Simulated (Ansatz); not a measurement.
SnS, closed-shell singlet (the spin of the measured ground state), most abundant isotopes (31.9721 and 119.9022 u). Constants from fifth-degree fits in 1/R to seven points on the lowest solution found; no spin–orbit coupling, no relativity up to Kr; ω_e x_e and α_e move by some per cent with the fit.

Correlated levels freeze the inner cores; with def2 sets outer-core shells near the valence are correlated too. CBS(a, b) extrapolates the correlation energy as X⁻³ and adds the Hartree–Fock energy of set b.

Programs: Ansatz (a program for electronic structure). Each number belongs to the level named beside it. In def2 rows elements past Kr take small-core potentials, without spin–orbit coupling.

At CCSD(T)/CBS(def2-TZVPP, def2-QZVPP): B₀ = 0.13676 cm⁻¹, fundamental 492 cm⁻¹.

Taking the state as ¹Σ, work out the ideal-gas entropy and heat capacity at 298.15 K and 1 bar (rigid rotor, harmonic oscillator at the fundamental, no nuclear spin).


Translation: S = R(1.5 ln M + 2.5 ln T − 1.1517) with M = 151.874 u gives 171.50 J/(mol K). Rotation: q = kT/(σhcB₀) = 1515.2 with σ = 1 and hc/k = 1.43878 cm K, S = R(ln q + 1) = 69.20. Vibration: u = hcν/kT = 2.372, S = R(u/(eᵘ − 1) − ln(1 − e⁻ᵘ)) = 2.84. Sum S° = 243.5 J/(mol K). C_p = 7R/2 + R u² eᵘ/(eᵘ − 1)² = 34.41 J/(mol K).
